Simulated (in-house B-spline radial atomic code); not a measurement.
Results of a calculation; reference values are marked as such.
# Two electrons in Si: a spherical dot of radius 11.4 nm with hard walls with an ionised donor at its centre

For Si the NSM archive of the Ioffe Institute lists m_l = 0.98 m0, m_t = 0.19 m0 and ε = 11.7; the model takes one isotropic valley with the conductivity mass 3/(1/m_l + 2/m_t) = 0.26 m0, and so misses anisotropy and the other valleys. All triplets below are those of one valley; with several valleys two electrons can form a triplet in the 1s orbital itself, at an energy set by the valley splitting. Real donors also feel a central-cell potential, which shifts the ground state.

Effective-mass model with parabolic bands, a uniform dielectric constant, no image charges, no central-cell or spin-orbit terms. Two-electron levels come from full CI in B-splines with partial waves to l = 5 (up to 0.001 effective hartree above the limit).

Question: What are the effective units, and what is the potential in them?

Answer: Ha* = 27211.386 meV × 0.26/11.7² = 51.68 meV and a* = 0.0529177 nm × 11.7/0.26 = 2.381 nm. The radius is R = 4.77 a*, with −1/r added.

In these units the lowest s and p orbitals lie at -0.494868 and 0.029943, and their Coulomb and exchange integrals are J_ss = 0.650049, J_sp = 0.415320 and K_sp = 0.0578. Full CI gives -0.449036 for the ground singlet, -0.127510 for the sp triplet, -0.045680 for the sp singlet and 0.034326 for the lowest triplet of two s orbitals.

Question: What does it cost to add the second electron, to first order and exactly?

Answer: To first order E = 2ε_s + J_ss = -0.339687, so the charging energy E(2) − 2E(1) is J_ss = 33.6 meV. CI gives -0.449036 − 2 × (-0.494868) = 0.540700, or 27.95 meV: relaxation and correlation lower it by 5.652 meV, 16.8 % of J_ss. The s² configuration of one-electron orbitals holds 89.0 % of the state, and the mean radius is 4.22 nm.

Question: How far above the singlet do the triplets lie?

Answer: To first order the sp triplet lies at ε_s + ε_p + J_sp − K_sp = -0.107410, which is 12 meV above 2ε_s + J_ss. CI gives -0.127510 − (-0.449036) = 0.321525, or 16.62 meV, 61 % of the orbital spacing of 27.12 meV. The ss triplet lies 24.98 meV up, so the lower of the two is the sp one, and its gap equals k_BT at 193 K. The sp singlet-triplet splitting is 4.229 meV, against 2K_sp = 5.975 meV.
